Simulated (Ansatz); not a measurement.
**Energy profile**

The step: BH₂O₂F ([OH][B]([OH])[F]) + HCl → BH₂ClO₂ ([OH][B]([OH])[Cl]) + HF; bonds formed: B1–Cl6, F2–H5; bonds broken: B1–F2, H5–Cl6 (atoms numbered as in the saddle structure below).

```
atom    x (Å)    y (Å)    z (Å)
  B1  -0.1641  -0.2257  -0.2904
  F2   1.3691   0.1851   0.1150
  O3  -0.5506   0.3615  -1.4375
  O4  -0.4138  -1.5253  -0.0481
  H5   0.8805   0.7415   0.9207
 Cl6  -0.6199   1.0091   1.4328
  H7  -0.3615   1.2982  -1.5052
  H8  -0.1397  -1.8441   0.8127
```

Electronic energies by CCSD(T) at an estimated basis limit (MP2 extrapolated from triple and quadruple zeta, plus CCSD(T) − MP2 in triple zeta), on PBE0-D4/def2-TZVP structures; BH3ClO2F, singlet; no counterpoise correction. Ansatz 0.2.0; basis: def2-TZVPP and def2-QZVPP; cores frozen in the correlated methods. Extrapolation: Hartree–Fock as exp(−7.88 √X), correlation as X^−2.97.

(1) Give the profile in kJ/mol, counted from the separated reactants. (Judge from chemistry; the value comes from the calculation.)

T1 diagnostic: at most 0.012.

Results:

(1) The calculation gives:
```
                                                                                                    point  kJ/mol
 separated: BH2O2F (linked as [OH][B]([OH])[F]; B1, F2, O3, O4, H7, H8; singlet) + HCl (H5, Cl6; singlet)     0.0
                                                                                          start structure    -9.0
                                                                                                   saddle   147.4
                                                                                            end structure    40.2
separated: BH2ClO2 (linked as [OH][B]([OH])[Cl]; B1, O3, O4, Cl6, H7, H8; singlet) + HF (F2, H5; singlet)    50.8
```

For scale, one of the runs: CCSD(T)/def2-TZVPP, 208 basis functions (an equivalent command: `ansatz run in.yaml --threads 4`). The run took 64 s on 4 CPU threads (shared host), with 3 GiB of host memory at its peak.
